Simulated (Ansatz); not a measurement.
Cartesian coordinates in Å:
```
B 0.6437 -1.4592 0.9944
C 0.9103 -0.4437 -0.0889
Al 0.1058 1.2410 0.8354
Si -0.3577 -0.2732 -1.3804
O -1.1400 1.1034 -0.6671
H 1.5158 -1.8659 1.7105
H -0.4775 -1.8500 1.1916
H 1.9435 -0.2228 -0.3559
H 0.9868 2.5400 0.6055
H -0.7563 1.0588 2.1563
H 0.0917 0.1264 -2.7367
H -1.4088 -1.3132 -1.4835
H -2.0574 1.3585 -0.7811
```

The species carries charge 0 and has multiplicity 1. The bonds changed during the relaxation, so this is another structure than the one it started from.

Question: List the PBE/def2-TZVPP orbital energies in eV (Ansatz 0.2.0). (Estimate.)

Answer: Computed: Occupied: -1780.73, -1506.38, -512.16, -268.35, -176.40, -138.39, -106.61, -95.21, -95.09, -95.05, -68.67, -68.55, -68.47, -26.78, -17.43, -15.11, -13.04, -11.66, -10.98, -10.38, -9.42, -8.99, -8.51, -7.97, -7.12, -6.76, -6.63. Lowest empty: -2.02, -1.22, -0.03, 0.09, 0.19, 0.65, 0.73, 1.08.
